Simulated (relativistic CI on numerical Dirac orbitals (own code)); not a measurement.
**What each ingredient does to the levels of Bi LVIII**

Base calculation: Dirac-Coulomb-Breit CI, KLI orbitals optimised for each configuration, model QED, unscaled Slater integrals.

CI space (outside the closed core [Ne]): 3s²3p⁶3d⁸, 3s²3p⁵3d⁹, 3s²3p⁴3d¹⁰, 3s3p⁶3d⁹, 3p⁶3d¹⁰, 3s3p⁵3d¹⁰, 3s²3p⁶3d⁷4s, 3s²3p⁶3d⁷4p, 3s²3p⁴3d⁹4s, 3s²3p⁶3d⁷4d, 3s²3p⁴3d⁹4p, 3s²3p⁵3d⁸4s, 3s²3p⁶3d⁷4f, 3s²3p⁴3d⁹4d, 3s3p⁵3d⁹4s, 3s²3p⁵3d⁸4p, 3s3p⁵3d⁹4p, 3s²3p⁶3d⁶4s², 3s²3p⁵3d⁸4d, 3s3p⁵3d⁹4d, 3s3p⁶3d⁸4s, 3s²3p⁶3d⁶4s4p, 3s²3p⁵3d⁸4f, 3p⁶3d⁹4s, 3s²3p⁶3d⁷5s, 3s²3p⁶3d⁶4p², 3s²3p⁶3d⁶4s4d, 3s3p⁶3d⁸4p, 3p⁶3d⁹4p, 3s²3p⁶3d⁷5p, 3s²3p⁵3d⁷4s², 3s²3p⁶3d⁶4p4d, 3s²3p⁶3d⁷5d, 3p⁶3d⁹4d, 3s²3p⁶3d⁷5f, 3s3p⁶3d⁸4d. Levels of other configurations are missing.

Variants: (1) one mean potential for all configurations. Shifts of the energy above 3s²3p⁶3d⁸ ³F4, in eV, for the lowest level and the first level of each name with at least 55 % of one term (blank where a level changes its place among those of its configuration and J or its character, or is not in the variant):

```tsv
Level	Base	Δ(1)
3s²3p⁶3d⁸ ³F4	0.00	0.00
3s²3p⁶3d⁸ ³F3	114.72	+0.01
3s²3p⁶3d⁸ ¹G4	131.65	+0.01
3s²3p⁶3d⁸ ³P1	132.38	+0.01
3s²3p⁶3d⁸ ³F2	237.75	+0.02
3s²3p⁵3d⁹ ³F°4	539.93	-0.24
3s²3p⁵3d⁹ ³D°3	570.01	-0.23
3s²3p⁵3d⁹ ³P°0	681.38	-0.23
3s²3p⁵3d⁹ ³F°3	683.44	-0.23
3s²3p⁴3d¹⁰ ³P2	1115.80	-0.31
3s²3p⁴3d¹⁰ ¹S0	1141.08	-0.29
3s²3p⁵3d⁹ ³F°2	1211.76	-0.24
3s3p⁶3d⁹ ³D3	1393.15	-0.10
3s3p⁶3d⁹ ³D1	1511.55	-0.11
```

At this charge energies of transitions that change n are usually good to better than 1 %, and those within a shell (Δn = 0) to a few per cent.

Ionisation energy from the two ground configurations alone: base 5892.09 eV. The NIST ASD value (theoretical) is 5892 eV.

LS names give the leading component of a level, which can be under half, so a name can repeat, a term be missing and a line seem to break the LS rules.
